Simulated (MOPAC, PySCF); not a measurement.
H₄GeO₃, SMILES `[OH][GeH]([OH])[OH]`, neutral singlet in the gas phase. 

Z-matrix (Å, degrees):
```
Ge
O 1 1.7676
H 2 0.9609 1 111.14
O 1 1.7676 2 108.12 3 -112.55
H 4 0.9609 1 111.15 2 4.94
O 1 1.7678 2 108.02 3 4.26
H 6 0.9609 1 111.16 2 -112.85
H 1 1.5247 2 110.85 3 125.91
```
Charge 0, spin multiplicity 1.

All levels are single points at this geometry (PBE0-D3(BJ)/def2-TZVP); Pople sets use spherical d functions. Orbital energies aren't observables, and empty levels follow the basis.

B3LYP/6-31G* in PySCF gives HOMO (eV) = -8.25.

Estimate the HOMO (eV) from each of these levels: PBE-D3(BJ)/def2-TZVP in PySCF; ωB97X-D3(BJ)/def2-TZVP in PySCF; BP86/6-31G* in PySCF; HF/3-21G in PySCF; PM3 in MOPAC.


```json
[
 {"level": "PBE-D3(BJ)/def2-TZVP in PySCF", "HOMO (eV)": "-7.18"},
 {"level": "ωB97X-D3(BJ)/def2-TZVP in PySCF", "HOMO (eV)": "-11.42"},
 {"level": "BP86/6-31G* in PySCF", "HOMO (eV)": "-6.93"},
 {"level": "HF/3-21G in PySCF", "HOMO (eV)": "-12.61"},
 {"level": "PM3 in MOPAC", "HOMO (eV)": "-10.83"}
]
```
